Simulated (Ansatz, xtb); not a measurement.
# Relative energy of two structures of C4H8AlNS

Structure X is `C#[C][Al]([NH]C)[S]C`, a singlet and structure Y is a singlet given by its coordinates. Both are isolated molecules in the gas phase, relaxed with r2SCAN-D4/def2-SVP; the shapes shown needn't be the lowest conformers.

X (Å):

```xyz
15

C    -0.1200    3.0489    0.2403
C     0.0334    1.8939   -0.1398
C     3.0917    0.2177   -1.2399
C    -2.8489   -0.1864   -0.2308
Al    0.2394    0.0860   -0.7274
N     1.8343   -0.5075   -1.2197
S    -1.4697   -1.2660   -0.7956
H    -0.2486    4.0645    0.5733
H     1.9443   -1.4686   -1.5361
H     3.8539   -0.2359   -0.5784
H     3.5299    0.2793   -2.2541
H     2.9376    1.2517   -0.8922
H    -2.5018    0.8197    0.0436
H    -3.3215   -0.6555    0.6431
H    -3.5871   -0.1053   -1.0405
```

Y (Å):

```xyz
15

C    -0.9624   -3.2352   -0.8615
C    -1.6723   -2.2179   -0.1067
C     0.1964   -0.2546   -0.9290
C     0.5980    0.0413    0.5126
Al   -1.1462    0.8055    1.1492
N    -0.3576   -4.0187   -1.4721
S    -1.6376   -0.5932   -0.9710
H    -1.2480   -2.1236    0.9073
H    -2.7364   -2.4827   -0.0015
H     0.2809    0.6311   -1.5805
H     0.6978   -1.0943   -1.4435
H     1.4820    0.7001    0.5410
H     0.8818   -0.8889    1.0351
H    -1.9664    0.0631    2.3037
H    -1.4881    2.3003    0.7137
```

Close contacts (Å): C1–C2 1.45, C1–N6 1.16, C2–S7 1.84, C3–C4 1.53, C3–S7 1.87, C4–Al5 2.01, Al5–S7 2.59, C2–H8 1.10, C2–H9 1.10, C3–H10 1.10, C3–H11 1.11, C4–H12 1.10, C4–H13 1.10, Al5–H14 1.60, Al5–H15 1.59.

**Question.** Which of the two would you expect CCSD(T)/def2-SVP + ΔMP2/def2-TZVPP electronic energies to favour?

**Answer.** Structure X; the calculation gives E(Y) − E(X) = +32.3 kcal/mol.

The same difference at several levels:

```json
{"level": "GFN2-xTB", "geometry": "GFN2-xTB", "E(Y) − E(X) (kcal/mol)": "+0.2", "departure from the last row (kcal/mol)": "−32.1", "job, with rough time for the two": "optimisation, 0.65 s"}
{"level": "HF/STO-3G", "geometry": "GFN2-xTB", "E(Y) − E(X) (kcal/mol)": "+16.0", "departure from the last row (kcal/mol)": "−16.3", "job, with rough time for the two": "single point, 0.4 s"}
{"level": "r2SCAN-D4/def2-SVP//GFN2-xTB", "geometry": "GFN2-xTB", "E(Y) − E(X) (kcal/mol)": "+31.2", "departure from the last row (kcal/mol)": "−1.0", "job, with rough time for the two": "single point, 4.2 s"}
{"level": "r2SCAN-D4/def2-SVP", "geometry": "r2SCAN-D4/def2-SVP", "E(Y) − E(X) (kcal/mol)": "+29.3", "departure from the last row (kcal/mol)": "−2.9", "job, with rough time for the two": "optimisation, 45 s"}
{"level": "HF/def2-SVP", "geometry": "r2SCAN-D4/def2-SVP", "E(Y) − E(X) (kcal/mol)": "+37.0", "departure from the last row (kcal/mol)": "+4.7", "job, with rough time for the two": "part of the CCSD(T) run"}
{"level": "MP2/def2-SVP", "geometry": "r2SCAN-D4/def2-SVP", "E(Y) − E(X) (kcal/mol)": "+26.3", "departure from the last row (kcal/mol)": "−5.9", "job, with rough time for the two": "part of the CCSD(T) run"}
{"level": "CCSD(T)/def2-SVP", "geometry": "r2SCAN-D4/def2-SVP", "E(Y) − E(X) (kcal/mol)": "+26.1", "departure from the last row (kcal/mol)": "−6.2", "job, with rough time for the two": "single point"}
{"level": "CCSD(T)/def2-SVP + ΔMP2/def2-TZVPP", "geometry": "r2SCAN-D4/def2-SVP", "E(Y) − E(X) (kcal/mol)": "+32.3", "departure from the last row (kcal/mol)": "", "job, with rough time for the two": "single point, 67 s"}
```

GFN2-xTB finds them nearly level. The largest departure from CCSD(T)/def2-SVP + ΔMP2/def2-TZVPP is that of GFN2-xTB, 32.1 kcal/mol. The last row adds to CCSD(T) the change of the MP2 difference between the two basis sets, here +6.2 kcal/mol, a large step that makes the value less sure.

With thermal terms from frequencies at re-optimised GFN2-xTB minima (ideal gas, soft modes damped towards free rotors, one conformer each, 298.15 K, 1 atm): on the last row, ΔE + ΔZPE = +28.6, ΔH = +27.3, ΔG = +31.0 kcal/mol.

The correlated steps freeze 15 core orbitals. Codes used: Ansatz 0.2.0, xtb 6.7.1; the last row on 4 threads of Arm Neoverse V1 on a shared host.
